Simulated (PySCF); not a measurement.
In2(mu-F)2(Me)4, C4H12F2In2, singlet, GFN2-xTB optimised geometry.

```
20

In    -1.40    -1.12     0.00
In     1.40     1.12    -0.03
F      0.89    -1.12     0.00
C     -1.73    -1.38     2.19
H     -1.95    -0.40     2.60
H     -0.81    -1.77     2.60
H     -2.55    -2.07     2.37
C     -1.69    -1.35    -2.20
H     -2.31    -0.53    -2.54
H     -2.15    -2.30    -2.43
H     -0.69    -1.28    -2.63
F     -0.89     1.11     0.00
C      1.72     1.37     2.16
H      1.59     2.42     2.43
H      2.72     1.03     2.42
H      0.97     0.76     2.63
C      1.67     1.34    -2.23
H      0.68     1.48    -2.65
H      2.12     0.42    -2.60
H      2.31     2.20    -2.46
```

Density from PBE0/def2-SVP, def2 effective core potentials past Kr (PySCF) at that geometry. The core electrons that the potentials of In replace are not part of the density.

Minimum of the electron density along straight lines between bonded atoms, close to the bond critical point (lines longer than 1.1 times the sum of covalent radii, or with two minima, are not listed):

```json
[
 {"bond": "In1–C4", "length / Å": "2.227", "ρ at the minimum / e bohr⁻³": "0.086", "∇²ρ there / e bohr⁻⁵": "0.13", "position (fraction from the first atom)": "0.51"},
 {"bond": "C4–H5", "length / Å": "1.087", "ρ at the minimum / e bohr⁻³": "0.273", "∇²ρ there / e bohr⁻⁵": "-1.00", "position (fraction from the first atom)": "0.63"},
 {"bond": "C4–H6", "length / Å": "1.087", "ρ at the minimum / e bohr⁻³": "0.273", "∇²ρ there / e bohr⁻⁵": "-1.00", "position (fraction from the first atom)": "0.63"},
 {"bond": "C4–H7", "length / Å": "1.086", "ρ at the minimum / e bohr⁻³": "0.273", "∇²ρ there / e bohr⁻⁵": "-0.99", "position (fraction from the first atom)": "0.63"},
 {"bond": "In1–C8", "length / Å": "2.227", "ρ at the minimum / e bohr⁻³": "0.086", "∇²ρ there / e bohr⁻⁵": "0.13", "position (fraction from the first atom)": "0.51"},
 {"bond": "C8–H9", "length / Å": "1.087", "ρ at the minimum / e bohr⁻³": "0.273", "∇²ρ there / e bohr⁻⁵": "-0.99", "position (fraction from the first atom)": "0.63"},
 {"bond": "C8–H10", "length / Å": "1.086", "ρ at the minimum / e bohr⁻³": "0.273", "∇²ρ there / e bohr⁻⁵": "-0.99", "position (fraction from the first atom)": "0.63"},
 {"bond": "C8–H11", "length / Å": "1.086", "ρ at the minimum / e bohr⁻³": "0.273", "∇²ρ there / e bohr⁻⁵": "-1.00", "position (fraction from the first atom)": "0.63"},
 {"bond": "In2–C13", "length / Å": "2.225", "ρ at the minimum / e bohr⁻³": "0.086", "∇²ρ there / e bohr⁻⁵": "0.13", "position (fraction from the first atom)": "0.51"},
 {"bond": "C13–H14", "length / Å": "1.086", "ρ at the minimum / e bohr⁻³": "0.273", "∇²ρ there / e bohr⁻⁵": "-0.99", "position (fraction from the first atom)": "0.63"},
 {"bond": "C13–H15", "length / Å": "1.086", "ρ at the minimum / e bohr⁻³": "0.273", "∇²ρ there / e bohr⁻⁵": "-0.99", "position (fraction from the first atom)": "0.63"},
 {"bond": "C13–H16", "length / Å": "1.086", "ρ at the minimum / e bohr⁻³": "0.274", "∇²ρ there / e bohr⁻⁵": "-1.00", "position (fraction from the first atom)": "0.63"},
 {"bond": "In2–C17", "length / Å": "2.228", "ρ at the minimum / e bohr⁻³": "0.086", "∇²ρ there / e bohr⁻⁵": "0.13", "position (fraction from the first atom)": "0.51"},
 {"bond": "C17–H18", "length / Å": "1.087", "ρ at the minimum / e bohr⁻³": "0.273", "∇²ρ there / e bohr⁻⁵": "-1.00", "position (fraction from the first atom)": "0.63"},
 {"bond": "C17–H19", "length / Å": "1.087", "ρ at the minimum / e bohr⁻³": "0.273", "∇²ρ there / e bohr⁻⁵": "-0.99", "position (fraction from the first atom)": "0.63"},
 {"bond": "C17–H20", "length / Å": "1.086", "ρ at the minimum / e bohr⁻³": "0.273", "∇²ρ there / e bohr⁻⁵": "-0.99", "position (fraction from the first atom)": "0.63"}
]
```
